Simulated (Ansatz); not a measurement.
Coupled-cluster run, CH₇FOSSi₂ (`CO[SiH2]S[SiH2]F`).

```yaml
crystal:
  periodic: [false, false, false]
  atoms:
    - {symbol: C, position_ang: [-1.103369, -0.006734, -1.497750]}
    - {symbol: O, position_ang: [-1.213080, -0.453087, -0.162318]}
    - {symbol: Si, position_ang: [-1.018632, 0.446691, 1.184169]}
    - {symbol: S, position_ang: [0.806475, -0.029970, 2.212890]}
    - {symbol: Si, position_ang: [1.995570, -0.524999, 0.538490]}
    - {symbol: F, position_ang: [2.001018, 0.669424, -0.529705]}
    - {symbol: H, position_ang: [-2.041603, -0.209734, -2.018787]}
    - {symbol: H, position_ang: [-0.890555, 1.065523, -1.553738]}
    - {symbol: H, position_ang: [-0.296407, -0.547120, -1.997628]}
    - {symbol: H, position_ang: [-1.017028, 1.883708, 0.809752]}
    - {symbol: H, position_ang: [-2.094395, 0.139697, 2.152487]}
    - {symbol: H, position_ang: [3.373826, -0.715727, 1.040545]}
    - {symbol: H, position_ang: [1.498181, -1.717652, -0.178399]}
basis:
  gaussian: {orbitals: def2-TZVPP}
correlation: {method: ccsd_t}
```

```sh
$ ansatz run in.yaml --threads 2 --pin off --events-out ev --progress --plain --max-ram 31744MiB --backend cuda --devices 0, --max-vram 18GiB
```

Output of Ansatz, abridged:

```
Functional definition: HF
1863 factors; integrals over basis functions are off by at most 1.1e-3 eV
mean field evaluation 1: about -32429.7209 eV, gradient 4.2e1 eV
mean field evaluation 2: about -32430.1420 eV, gradient 4.2e1 eV
mean field evaluation 4: about -32434.0734 eV, gradient 4.3e0 eV
mean field evaluation 8: about -32434.1500 eV, gradient 3.5e-1 eV
mean field evaluation 16: about -32434.1506 eV, gradient 1.7e-6 eV
mean field -32434.15063447 eV, -1191.9330511600 hartree, gradient 1.7e-6 eV, S^2 0.000000; 0 other end points of the search recorded, 0 dependent functions left out
18 core orbitals not correlated: weight in the atoms' cores, before any rotation towards them, 1.000 or more for the frozen orbitals, at most 0.000 for the correlated occupied ones
reference -32434.15063447 eV, -1191.9330511600 hartree; 19, 19 occupied and 280, 280 virtual orbitals, 1863 factors
second order -29.36195732 eV of doubles, -0.00000000 eV of singles
cycle   1  -30.02379155 eV  change   -6.6e-1 eV  update   1.2e-1
cycle   2  -30.74913833 eV  change   -7.3e-1 eV  update   3.5e-2
cycle   3  -30.91369617 eV  change   -1.6e-1 eV  update   1.8e-2
cycle   4  -30.89808364 eV  change    1.6e-2 eV  update   3.8e-3
cycle   5  -30.89552035 eV  change    2.6e-3 eV  update   1.7e-3
cycle   6  -30.89634476 eV  change   -8.2e-4 eV  update   5.1e-4
cycle   7  -30.89599371 eV  change    3.5e-4 eV  update   1.9e-4
cycle   8  -30.89592196 eV  change    7.2e-5 eV  update   5.8e-5
cycle   9  -30.89595637 eV  change   -3.4e-5 eV  update   2.3e-5
perturbative correction -1.14530875 eV, -0.0420893201 hartree
Total energy: -32466.19189959 eV, -1193.1105459347 hartree
```

Hardware: 2 threads of an AMD EPYC 7R13 on a shared host and a share of an NVIDIA H100 80 GB. Wall time 4.1 s, peak host memory 0.84 GiB.

The correlation energy is -32.041 eV, 3.6 % of it from (T); the T1 diagnostic reads 0.0118.
